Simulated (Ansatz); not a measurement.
An input meant for Al₁₂P₁₀F₆ (charge 0, singlet).

```yaml
crystal:
  periodic: [false, false, false]
  atoms:
    - {symbol: P, position_ang: [1.018104, -3.870819, 0.000019]}
    - {symbol: P, position_ang: [-2.417763, 1.607421, -3.630277]}
    - {symbol: P, position_ang: [0.160489, -1.917841, -4.425087]}
    - {symbol: P, position_ang: [-0.970102, -1.053474, -1.190541]}
    - {symbol: P, position_ang: [-0.971187, 1.922654, 0.506647]}
    - {symbol: P, position_ang: [2.101067, -0.316639, 0.946860]}
    - {symbol: P, position_ang: [1.726950, 1.700804, -2.532481]}
    - {symbol: P, position_ang: [-1.886570, -1.910470, 2.343997]}
    - {symbol: P, position_ang: [0.477928, 1.150919, 4.296026]}
    - {symbol: P, position_ang: [3.057798, -2.183984, -2.538906]}
    - {symbol: Al, position_ang: [-2.228315, 1.208536, -1.368476]}
    - {symbol: Al, position_ang: [-2.024546, -0.262077, 0.768533]}
    - {symbol: Al, position_ang: [0.737054, -2.756874, -2.159982]}
    - {symbol: Al, position_ang: [0.385867, -2.117319, 1.455724]}
    - {symbol: Al, position_ang: [2.645854, -2.216905, -0.299393]}
    - {symbol: Al, position_ang: [-1.269027, -0.449007, -3.436393]}
    - {symbol: Al, position_ang: [-0.213855, 2.453930, -3.540615]}
    - {symbol: Al, position_ang: [1.759271, -0.478951, -3.377976]}
    - {symbol: Al, position_ang: [0.711612, 0.683497, -0.637403]}
    - {symbol: Al, position_ang: [-0.885262, 2.446467, 2.831436]}
    - {symbol: Al, position_ang: [1.946027, -0.370456, 3.280740]}
    - {symbol: Al, position_ang: [-1.252834, -0.138720, 3.625819]}
    - {symbol: F, position_ang: [-3.503695, 0.391513, -0.262293]}
    - {symbol: F, position_ang: [1.195192, -2.091855, 3.173614]}
    - {symbol: F, position_ang: [-0.057619, 3.835668, -4.486960]}
    - {symbol: F, position_ang: [-1.254911, 4.028217, 3.246255]}
    - {symbol: F, position_ang: [3.385967, -0.625076, 4.110937]}
    - {symbol: F, position_ang: [-2.373506, 1.330852, 3.300173]}
basis:
  gaussian: {orbitals: STO-3G}
hamiltonian: {xc: {name: TPSS}}
output: {forces: true}
```

```sh
$ ansatz run in.yaml --threads 2 --pin off --events-out ev --progress --plain --max-ram 32768MiB --backend cuda --devices 0, --max-vram 18GiB
```

Predict how Ansatz answers.

The input was rejected before any iteration. The method's name isn't one that the program takes here.
```
Error: YAML parse error: error: line 34 column 19: hamiltonian.xc: no functional is named "TPSS"; the names, which are not case-sensitive, are SVWN5, SPW92, PBE, PBE0, PBEsol, revPBE, revPBE0, RPBE, rPW86-PBE, HSE06, wPBEh, LC-wPBE, HISS, HF, BLYP, B3LYP, B3LYP5, BHLYP, CAM-B3LYP, r2SCAN, r2SCANh, r2SCAN0, r2SCAN50, m-r2SCAN, B97, wB97, wB97X, wB97X-V, B97M-V, wB97M-V, B2PLYP, B2GP-PLYP, PBE0-DH, PBE-QIDH
32 | basis:
33 |   gaussian: {orbitals: STO-3G}
34 | hamiltonian: {xc: {name: TPSS}}
35 | output: {forces: true}
```
